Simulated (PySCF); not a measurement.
Species: sum formula H3BO (charge 0, singlet). SMILES: BO
Coordinates optimised at B3LYP-D3(BJ)/def2-TZVP (Ansatz):
```
B
O 1 1.3512
H 2 0.9633 1 114.11
H 1 1.1918 2 116.77 3 180.00
H 1 1.1973 4 122.56 2 180.00
```
Charge 0, spin multiplicity 1.

Dispersion corrections to the total energy (kcal/mol) from the dftd3 and dftd4 libraries through PySCF: D3(BJ) without and D4 with the three-body term, each with the damping fitted for the functional named.

| functional | D3(BJ) | D4 |
|---|---|---|
| revPBE | -2.53 | -3.01 |
| CAM-B3LYP | -0.61 | -0.60 |
| PBE0 | [?] | -0.61 |
| PBE | [?] | -0.75 |
| BP86 | -1.31 | -0.94 |
| HF | -9.50 | [?] |
| TPSS | -1.11 | -1.02 |

Problem. What belongs in the gaps?

Solution. 
- PBE0, D3(BJ): -0.74
- PBE, D3(BJ): -0.91
- HF, D4: -3.33
